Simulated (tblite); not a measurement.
Compound: C7H11F.
Cartesian coordinates in Å at the GFN2-xTB level; atoms count from 1:
```
atom  x, y, z in Å
C1     2.1813   -0.4292   -1.6147
C2     1.6464   -0.2673   -0.4317
C3     1.7405    0.3415    0.8986
F4     1.6682    1.7053    1.0126
C5     0.5008   -0.4243    0.4767
C6    -0.7970    0.3156    0.1958
C7    -1.5448    0.5677    1.5038
C8    -1.6527   -0.4841   -0.7835
H9     1.6787   -0.9848   -2.3902
H10    3.1483   -0.0198   -1.8595
H11    2.4047   -0.0500    1.6612
H12    0.3577   -1.3894    0.9527
H13   -0.5487    1.2805   -0.2579
H14   -0.9314    1.1541    2.1837
H15   -2.4650    1.1150    1.3132
H16   -1.7979   -0.3741    1.9873
H17   -1.9116   -1.4526   -0.3601
H18   -2.5727    0.0518   -1.0046
H19   -1.1144   -0.6468   -1.7140
```

Computed with GFN2-xTB (tblite): harmonic, unscaled wavenumbers at the GFN2-xTB geometry, gas phase. This tight-binding method is rough: wavenumbers can miss measured ones by several per cent, in bad cases by 10 to 20. One conformer, not necessarily the lowest.

Harmonic wavenumbers (cm⁻¹): 49.9, 108.5, 158.5, 188.0, 205.9, 231.7, 284.7, 329.2, 374.0, 452.0, 546.0, 570.8, 681.0, 807.2, 873.0, 896.8, 912.6, 947.5, 951.1, 982.3, 990.3, 1021.2, 1062.0, 1117.2, 1149.4, 1156.9, 1174.1, 1203.1, 1247.4, 1288.9, 1314.0, 1357.2, 1406.1, 1418.9, 1426.7, 1494.1, 1496.2, 1503.8, 1505.7, 1876.7, 2948.1, 3009.1, 3020.9, 3023.8, 3030.3, 3034.1, 3039.8, 3043.3, 3043.8, 3082.1, 3100.4.

A = 2660, B = 1669, C = 1159 MHz; mass 114.084 u (most abundant isotopes); point group C1, symmetry number 1.

**Question.** Zero-point energy?

**Answer.** ½Σν̃ = 35068 cm⁻¹ = 419.51 kJ/mol.

**Question.** Give the ideal-gas entropy at 350 K and 1 bar in the rigid-rotor, harmonic-oscillator model (classical rotation).

**Answer.** Translation 171.27, rotation 121.35, vibration 122.85: S = 415.5 J/(mol K).

**Question.** And Cp and H(350 K) − H(0)?

**Answer.** Cp = 169.68 J/(mol K), of which vibrations give 136.42 (their classical limit is 51 R = 424.0); H(350 K) − H(0) = 34.95 kJ/mol without the zero-point energy, 23.31 from vibrations.

**Question.** What must be added to the electronic energy to get the Gibbs energy at 350 K and 1 bar?

**Answer.** ZPE + [H(350 K) − H(0)] − T·S = 419.51 + 34.95 − 145.41 = 309.05 kJ/mol.

**Question.** Blend soft modes into free rotors: weight 1/[1 + (100 cm⁻¹/ν̃)⁴] for the oscillator and the rest for a rotor with moment μB/(μ + B), μ = h/(8π²ν), B = 10⁻⁴⁴ kg m². What vibrational entropy results?

**Answer.** 115.82 J/(mol K) in place of 122.85, which changes −T·S at 350 K by +2.46 kJ/mol.

**Question.** How do the functions run with temperature in this model?

**Answer.** 
```
 T (K)  S (J/(mol K))  Cp (J/(mol K))  H − H(0) (kJ/mol)  G − H(0) (kJ/mol)  ln q(vib)
    50          236.4            48.6               1.95              -9.87       0.34
   100          277.5            72.1               4.98             -22.77       1.20
298.15          390.0           148.2              26.71             -89.58       5.58
373.15          426.6           179.1              38.99            -120.21       7.30
   500          485.8           225.9              64.77            -178.12      10.23
   750          591.0           292.6             130.20            -313.04      15.96
  1000          681.6           336.5             209.20            -472.39      21.42
```

q(vib) and H(0) count from the zero-point level.

**Question.** Which modes carry the vibrational entropy at 350 K?

**Answer.** 49.9 cm⁻¹: 21.50; 108.5 cm⁻¹: 15.10; 158.5 cm⁻¹: 12.02; 188.0 cm⁻¹: 10.66; 205.9 cm⁻¹: 9.94; 231.7 cm⁻¹: 9.03 J/(mol K); the other 45 give 44.60 together.

Hindered rotation and anharmonicity are outside this model. Other conformers, if any are populated, would add a mixing term that is left out. The structure is chiral; the term R ln 2 for an equal mix with its mirror image is left out.
